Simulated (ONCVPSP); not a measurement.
## What one change does to a pseudopotential (mercury (Hg), ONCV)

* Element: Hg
* Generator: ONCVPSP 4.0.1
* Type: optimised norm-conserving Vanderbilt (ONCV)
* Functional: Wu-Cohen
* Relativity: non-relativistic
* Frozen core: [Xe] 4f14
* Valence charge: 12
* Reference configuration: 5d10 6s2
* Partial waves: 6s: rc 2.45 bohr, ncon 3, nbas 6, qcut 2.7 1/bohr, 3 projectors, debl 3.6 Ha; p scattering state at 0.11 Ha: rc 2.25 bohr, ncon 4, nbas 8, qcut 4.2 1/bohr, 2 projectors, debl 2.6 Ha; 5d: rc 1.95 bohr, ncon 5, nbas 8, qcut 6.4 1/bohr, local
* Local potential: the d channel
* Core correction: Teter function, fcfact 2, rcfact 1.35

In the p channel the program set the typed energies aside and used 0.050, 2.650 Ha.

Change: d: ncon 4, nbas 7.

Cutoffs: the cutoffs (Ha) at which the residual kinetic energy of the hardest occupied pseudo-wave falls to 1 and 0.1 mHa per electron; they do not see the model core or the augmentation charge, which bear on the density cutoff. Errors are all-electron minus pseudo energies relative to the spin-unpolarised reference configuration.

Predict the effect on cutoff, ghosts and configuration errors.

The potential gets softer (20 Ha and 44 Ha → 18 Ha and 26 Ha); both files keep a bound ghost (p); the number of tests with a reliable result goes from 4 to 3; of the 3 tests that both files solve, the error grows in 0 and shrinks in 1 by more than 15 % and 0.3 meV (median size 10.1 → 8.7 meV); the range in which the s phases agree narrows (upper end at the end of the scan → 3.7).

| quantity | base | changed |
| --- | --- | --- |
| cutoff, loose | 20 Ha | 18 Ha |
| cutoff, tight | 44 Ha | 26 Ha |
| loose cutoff by channel | s 3.9 Ha, d 20 Ha | s 3.9 Ha, d 18 Ha |
| bound ghosts | p | p |
| GHOST(+) flags under 300 eV | s at 90.6 eV | s at 100.9 eV |
| tests with a reliable result | 4 of 4 | 3 of 4 |
| error for 5d10 6s1, meV [ΔE 8.71 eV] | -4.5 | -4.3 |
| error for 5d10 6s0, meV [ΔE 24.67 eV] | -10 | -9.0 |
| error for 5d9 6s0, meV [ΔE 61.17 eV] | +17 | +8.7 |
| s: phases at 2.48 bohr within 0.05 rad from the reference energy up to (Ha; the scan ends near 5) | to the end of the scan | 3.7 |
| p: phases at 2.28 bohr within 0.05 rad from the reference energy up to (Ha; the scan ends near 5) | 4.5 | 4.4 |
| d: phases at 1.98 bohr within 0.05 rad from the reference energy up to (Ha; the scan ends near 5) | 2.0 | 1.6 |
| rms error of d²Exc/dni dnj with the model core, mHa | 2.75 | 2.75 |

 A true bound ghost makes a file unfit for plane-wave use even where its test errors are small: the radial tests pick states by their node count and pass the ghost by.
